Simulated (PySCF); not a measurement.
## Nickel: a sound run and one with changed settings

Sound run: Ni [Ar] 3d8 4s2, Ni⁺ [Ar] 3d9. Calculation: PySCF 2.14, in x2c-SVPall (5s3p3d1f, 36 functions); scalar relativity by spin-free X2C-1e. In the sound run the correlated levels freeze [Ar]. The sound run starts from symmetry-adapted Hartree-Fock orbitals and uses a fine grid where one is needed.

A second run was set up differently.

```csv
species,method,sound run (hartree),changed run (hartree),converged
Ni,MP2,-1519.02747,-1519.13719,yes
Ni⁺,MP2,-1518.78117,-1518.89037,yes
```

Ionisation energy of Ni:

| method | sound run (eV) | changed run (eV) |
| --- | --- | --- |
| UHF | 8.167 | 8.167 |
| MP2 | 6.702 | 6.716 |
| SCS-MP2 | 7.012 | 7.085 |

Q: What was changed?
A. too few SCF iterations
B. a valence shell is frozen
C. level shift left on
D. all electrons correlated in a valence basis

A: D. A valence basis has no tight correlating functions, so it recovers only part of the core correlation, and not evenly between atom and ion.
